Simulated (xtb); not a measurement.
Job for xtb: GFN1-xTB on CH4GeS (SMILES [CH3][Ge][SH]), a point of a torsion scan.

```
$ xtb mol.xyz --gfn 1 --sp --chrg 0 --uhf 0
7

C     -1.04747023    -0.06016695    -0.09273073
Ge     0.18416066     1.56061473     0.06951548
S     -0.12368672     2.36727536    -2.00860306
H     -0.52824774    -0.86115327    -0.62274690
H     -1.97819914     0.14852733    -0.62006920
H     -1.29950286    -0.44063680     0.89714578
H     -0.95370016     1.44429850    -2.46958724
```

The head of its log:

```
[...]
           -------------------------------------------------
          |                Calculation Setup                |
           -------------------------------------------------



           -------------------------------------------------
          |                 G F N 1 - x T B                 |
           -------------------------------------------------

        Reference                      10.1021/acs.jctc.7b00118
      * Hamiltonian:
        H0-scaling (s, p, d)           1.850000    2.250000    2.000000
        zeta-weighting                 0.000000
      * Dispersion:
        s8                             2.400000
        a1                             0.630000
        a2                             5.000000
        s9                             0.000000
      * Repulsion:
        kExp                           1.500000
        rExp                           1.000000
      * Coulomb:
        alpha                          2.000000
        third order                    atomic
        anisotropic                    false
      * Halogen bond correction:
        rad-scale                      1.300000
        damping                        0.440000


          ...................................................
          :                      SETUP                      :
          :.................................................:
          :  # basis functions                  32          :
          :  # atomic orbitals                  30          :
          :  # shells                           16          :
          :  # electrons                        18          :
          :  # halogen bonds                     0          :
          :  max. iterations                   250          :
          :  Hamiltonian                  GFN1-xTB          :
          :  restarted?                      false          :
          :  GBSA solvation                  false          :
          :  PC potential                    false          :
          :  electronic temp.          300.0000000     K    :
          :  accuracy                    1.0000000          :
          :  -> integral cutoff          0.2500000E+02      :
          :  -> integral neglect         0.1000000E-07      :
          :  -> SCF convergence          0.1000000E-05 Eh   :
          :  -> wf. convergence          0.2000000E-04 e    :
          :  Broyden damping             0.4000000          :
          :  net charge                          0          :
          :  unpaired electrons                  0          :
          ...................................................

 iter      E             dE          RMSdq      gap      omega  full diag
   1     -9.6690167 -0.966902E+01  0.582E+00    2.45       0.0  T
   2     -9.6870658 -0.180491E-01  0.387E+00    2.46       1.0  T
```

**Question.** Give the final energy of this run.

**Answer.** -9.6360 hartree.
